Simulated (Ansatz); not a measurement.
CH6BNOSe can be A, `B[Se]C(N)O`, or B, `NB([SeH])CO`.

Computed with Ansatz on PBE0-D4/def2-TZVP structures; ΔE is electronic, products minus reactants. CCSD(T)/CBS is the MP2 limit (def2-TZVPP, def2-QZVPP) plus CCSD(T) − MP2 in def2-TZVPP, frozen cores. Functionals use def2-TZVPP. B3LYP here is the variant with VWN-RPA as its local correlation; programs differ in this. For Se outer-core shells are correlated without core-valence functions, which leaves a few kJ/mol of doubt a bond. Scalar relativity is left out up to krypton. One conformer a species, not always the lowest.

A:

Z-matrix (Å, degrees):
```
C
Se 1 2.004
O 1 1.388 2 113.2
N 1 1.426 2 106.7 3 -130.3
H 1 1.090 2 104.2 3 114.1
B 2 1.879 1 101.6 3 35.4
H 3 0.965 1 108.9 2 -57.0
H 4 1.014 1 110.4 2 -179.2
H 4 1.012 1 112.4 2 58.4
H 6 1.191 2 116.7 1 178.0
H 6 1.197 2 122.5 1 -1.5
```

B:

Z-matrix (Å, degrees):
```
C
O 1 1.428
B 1 1.583 2 113.3
H 1 1.096 2 105.9 3 -118.9
H 1 1.099 2 111.0 3 127.5
H 2 0.960 1 107.8 3 -74.1
Se 3 1.964 1 117.5 2 168.0
N 3 1.388 1 118.7 2 -12.3
H 7 1.468 3 96.4 1 174.4
H 8 1.008 3 119.2 1 -2.7
H 8 1.004 3 125.5 1 -178.6
```

Question: Which is lower in electronic energy at CCSD(T)/CBS, and by how much? (Estimate.)

Answer: Computed: B, by 186.5 kJ/mol.

Question: Give E(B) − E(A) in kJ/mol with PBE0-D4, HF/def2-TZVPP, PBE-D4, B3LYP, ωB97M-V, B2PLYP, CCSD/def2-TZVPP. (An estimate is asked.)

Answer: The calculation gave: PBE0-D4 -186.0, HF/def2-TZVPP -202.4, PBE-D4 -176.2, B3LYP -188.8, ωB97M-V -191.0, B2PLYP -187.8, CCSD/def2-TZVPP -190.4. None reverses the order clearly.

Largest T1 diagnostic: 0.013.

In def2-TZVPP, CCSD(T) changes the Hartree–Fock value by +17.9 kJ/mol (the triples alone add +5.9 kJ/mol) and MP2 by +16.2 kJ/mol. From PBE to PBE0 (25 % exact exchange), in def2-TZVPP and without D4, E(B) − E(A) moves by −9.6 kJ/mol.
